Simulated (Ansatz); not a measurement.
Calculated with Ansatz (gas phase, PBE0-D4/def2-TZVP geometries, no zero-point term in ΔE). CCSD(T)/CBS adds triple-zeta CCSD(T) − MP2 to the extrapolated MP2 energy (def2 sets, frozen cores). This one scheme is used for every species. DFT in def2-TZVPP. For Ge outer-core shells are correlated without core-valence functions, which leaves a few kJ/mol of doubt a bond. Scalar relativity is left out up to krypton. Each species was taken in one conformer, which may not be the lowest.

Consider the hydrogenolysis of a Ge–Ge bond: `[OH][Ge]([OH])([SiH3])[GeH3]` + H₂ → `[OH][GeH]([OH])[SiH3]` + GeH₄.

`[OH][Ge]([OH])([SiH3])[GeH3]`:

Cartesian coordinates in Å:
```
O -1.143 1.752 -0.287
Ge 0.102 0.482 -0.083
O 1.681 1.092 -0.666
Si 0.359 0.231 2.272
Ge -0.532 -1.451 -1.437
H -1.436 1.861 -1.195
H 1.753 1.117 -1.623
H 1.412 -0.784 2.532
H 0.741 1.529 2.880
H -0.927 -0.242 2.845
H 0.516 -2.568 -1.319
H -1.902 -1.997 -1.004
H -0.624 -1.023 -2.915
```

H₂:

```xyz
2

H    -0.205   -0.292   -0.110
H     0.205    0.292    0.110
```

`[OH][GeH]([OH])[SiH3]`:

Cartesian coordinates in Å:
```
O -1.564 -0.264 -1.435
Ge -0.717 -0.628 0.091
O -1.551 0.148 1.462
Si 1.545 0.152 -0.028
H -1.413 0.628 -1.755
H -0.952 -2.126 0.303
H -1.385 1.091 1.528
H 2.251 -0.475 -1.175
H 2.267 -0.154 1.233
H 1.519 1.628 -0.224
```

GeH₄:

Cartesian coordinates in Å:
```
Ge 0.000 0.000 0.000
H 0.802 1.167 -0.590
H 0.006 -1.175 -0.986
H -1.445 0.449 0.252
H 0.637 -0.441 1.324
```

```tsv
level	ΔE (eV)
r2SCAN	0.13
HF/CBS(def2)	-0.21
```

What does CCSD(T)/CBS give? (An estimate is asked.)

Computed: +0.15 eV. The listed levels differ from it by -0.02, -0.36 eV.

Largest T1 diagnostic among the species: 0.013.

From PBE to PBE0 (25 % exact exchange), in def2-TZVPP and without D4, ΔE moves by −0.05 eV. The D4 term adds +0.13 eV with B3LYP and +0.07 eV with PBE0; it sums over pairs of atoms, weighted by their polarisabilities, and B3LYP, whose exchange is more repulsive, gets the larger term.

B3LYP here is the variant with VWN-RPA as its local correlation; programs differ in this.
